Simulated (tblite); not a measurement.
A tight-binding relaxation on `C[CH](C)[GeH2][SH]`.

Computed with GFN2-xTB geometry optimisation, gas phase (tblite 0.8.0). Start geometry: from a force field or distance geometry. The command runs a driver script over a list of jobs; the input below is this job's line of settings and its coordinates in Å.

Command:
```bash
OMP_NUM_THREADS=1 python probes_run.py task.json out
```

Input:
```
{"job": {"kind": "relax", "xc": "GFN2-xTB", "basis": "xTB"}, "charge": 0, "multiplicity": 1}
C     -0.926700    -0.381400     1.142800
C     -0.521600    -0.366100    -0.335800
C     -0.918600     0.930200    -1.004600
Ge     1.415400    -0.620200    -0.487900
S      2.499700     1.043600     0.508600
H     -0.472200     0.466700     1.687900
H     -0.624900    -1.329000     1.617900
H     -2.033400    -0.286000     1.230100
H     -1.010600    -1.221000    -0.842900
H     -0.633200     0.912000    -2.073000
H     -0.445500     1.801900    -0.517400
H     -2.033900     1.057300    -0.955200
H      1.807900    -1.963800     0.205900
H      1.806300    -0.677600    -1.982200
H      2.086700     0.641400     1.784000
```

Output:
```
step      E/eV     max force
  0    -454.62869    1.225
  1    -454.71867    0.743
  2    -454.75267    0.285
  3    -454.75779    0.263
  4    -454.76756    0.250
  5    -454.77144    0.248
  6    -454.77827    0.233
  7    -454.78337    0.248
  8    -454.78771    0.148
  9    -454.78956    0.102
... (20 lines left out)
 30    -454.79636    0.021
 31    -454.79639    0.020
 32    -454.79643    0.016
 33    -454.79645    0.012
 34    -454.79647    0.013
 35    -454.79649    0.015
 36    -454.79652    0.015
 37    -454.79654    0.016
 38    -454.79657    0.013
 39    -454.79658    0.008
```

«max force» is the largest atomic force in eV/Å.

From which step on does the largest force stay under 0.1 eV/Å, and how much energy is left to gain from there?

From step 10 (0.074 eV/Å), 6.1 meV above the end.

Summary of the converged run: energy lowered by 3.9 kcal/mol over 39 steps; largest atomic force 0.008 eV/Å at the end.

Give the final coordinates.

0.073 Å rms from the input after alignment:
```
atom  x, y, z in Å
C1    -0.9806   -0.3762    1.1478
C2    -0.5448   -0.3637   -0.3107
C3    -0.9561    0.9280   -1.0019
Ge4    1.4427   -0.6462   -0.4756
S5     2.6167    0.9507    0.5067
H6    -0.5457    0.4673    1.6845
H7    -0.6669   -1.2982    1.6380
H8    -2.0645   -0.2992    1.2239
H9    -1.0172   -1.2057   -0.8237
H10   -0.6647    0.9121   -2.0517
H11   -0.4767    1.7844   -0.5283
H12   -2.0349    1.0674   -0.9464
H13    1.8679   -1.9787    0.1191
H14    1.9054   -0.6362   -1.9131
H15    2.1150    0.7021    1.7094
```

On an Intel Xeon 6975P-C with one thread, on a shared host, this took 0.16 s wall.
Labels such as C1 count atoms from 1, the log's own numbers from 0.
